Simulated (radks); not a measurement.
Problem. The aluminium ion Al+, [Ne] 3s2. Calculated with a radial shooting solver on a logarithmic mesh with Libxc functionals: non-relativistic Kohn-Sham, exchange-only PBE, spin-polarised, spherical densities, point nucleus. Every spin shell is full or empty, so the densities are truly spherical. Functionals are evaluated on that one density, not self-consistently. Rank these exchange functionals by their error against the exact value of the orbitals, and give that value: LDA, PBE, PBEsol, revPBE, RPBE, OPTX, WC, TPSS, SCAN, r2SCAN, MS2, Tao-Mo, TASK.

Solution. Exact: -17.8412 hartree. From best to worst, with 100 (|E| - |E exact|)/|E exact| (equal figures are ties): OPTX +0.05, revPBE +0.07, r2SCAN +0.09, Tao-Mo +0.10, RPBE +0.24, MS2 +0.29, SCAN +0.31, TPSS +0.39, PBE -0.41, WC -1.60, TASK -2.99, PBEsol -3.57, LDA -8.41.
